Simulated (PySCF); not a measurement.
**Bond length, frequency and bond energy of InF by level of theory**

State: ¹Σ⁺ (singlet), closed shell. Set-up: basis In def2-TZVPPD with ECP28, F def2-TZVPPD; scalar-relativistic core potentials; PySCF 2.14. De refers to In + F in their high-spin ground configurations, without counterpoise correction. A positive dipole means In(−)F(+).

| Level | Re (Å) | ωe (cm⁻¹) | De (eV) | μ (D) | CPU s a point (SCF and correlation, without the integrals) |
| --- | --- | --- | --- | --- | --- |
| RHF | 1.979 | 547 | 3.67 | -3.17 | 0.68 |
| RHF-MP2 | 1.998 | 525 | 5.84 | n/a | 1.2 |
| RHF-SCS-MP2 | 2.002 | 521 | 5.65 | n/a | n/a |
| RHF-CCSD | 1.991 | 534 | 5.35 | n/a | n/a |
| RHF-CCSD(T) | 1.996 | 529 | 5.51 | n/a | 34 |
| LDA | 1.985 | 530 | 6.61 | -3.16 | 1.3 |
| PBE | 2.026 | 493 | 5.81 | -3.37 | 1.6 |
| revPBE | 2.038 | 481 | 5.56 | -3.42 | 1.1 |
| TPSS | 2.015 | 505 | 5.67 | -3.24 | 2.5 |
| r²SCAN | 1.997 | 525 | 5.61 | -3.14 | 2.4 |
| PBE0 | 1.998 | 521 | 5.44 | -3.32 | 4.9 |
| MN15 | 1.996 | 525 | 5.58 | -3.34 | 3.4 |
| M06-2X | 2.005 | 523 | 5.45 | -3.58 | 3.2 |
| ωB97M-V | 1.998 | 525 | 5.57 | -3.30 | 8.6 |

Which functional lies closest to RHF-CCSD(T) in De, which farthest, and by how much do they differ from it?

Closest is revPBE (+4.2 pm in Re, -9.1 % in ωe, +0.05 eV in De against RHF-CCSD(T) in the same basis), farthest LDA (-1.1 pm in Re, +0.2 % in ωe, +1.10 eV in De). CCSD(T) converges more slowly with the basis than the functionals do and binds too weakly in this one, so the order can change at the basis-set limit.

What does a quarter of exact exchange do here, going from PBE to PBE0?

PBE0 less PBE: -2.8 pm in Re, +5.7 % in ωe, -0.37 eV in De. Exact exchange removes part of the self-interaction that spreads semilocal densities, and in most molecules shortens and stiffens the bond and lowers De; so it does here.

What does the step from GGA to meta-GGA do here, going from PBE to r²SCAN?

r²SCAN less PBE: -2.9 pm in Re, +6.5 % in ωe, -0.20 eV in De. 

Correlated steps freeze 5 core orbitals. These are scalar-relativistic numbers at best; spin–orbit coupling would shift them, the dissociation energy most. Where the molecule has an RHF reference, its open-shell atoms are computed with UHF.

The whole job (state search and all levels along the bond) took about 6.4 min on 2 threads of Arm Neoverse V1 (shared host), peak memory 2.7 GiB.
